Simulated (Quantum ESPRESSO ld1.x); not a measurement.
Values are calculated unless marked as measured or tabulated.
Task: These are the eigenvalues of the occupied orbitals of an atom or ion with whole-number occupations (eV). Level of theory: Dirac Kohn-Sham, PBE, spin-unpolarised, spherical densities, point nucleus (ld1.x of Quantum ESPRESSO 7.5).

1s1/2: -63177.3
2s1/2: -10758.0
2p1/2: -10267.6
2p3/2: -9149.94
3s1/2: -2447.71
3p1/2: -2231.02
3p3/2: -1992.63
3d3/2: -1625.35
3d5/2: -1573.31
4s1/2: -497.485
4p1/2: -409.293
4p3/2: -355.073
4d3/2: -210.226
4d5/2: -200.332
5s1/2: -73.7842
5p1/2: -49.3202
5p3/2: -42.3236
4f5/2: -23.2331
4f7/2: -21.7076
6s1/2: -13.4400
7s1/2: -4.8214

Which element is it, and in what charge state? The configuration may be excited. Open shells, if any, are shared by 2j + 1.

Result: Z = 71, lutetium, charge +1: Lu+ in [Xe] 4f14 6s1 7s1. The list shows which subshells hold electrons but not how many an open one holds; the 1s level, -2321.7 hartree, gives Z - s = 68.1 by -(Z - s)^2/2, which with screening and relativity narrows Z to a few neighbours, and the depths of the outer levels then fix element, charge and occupations together.
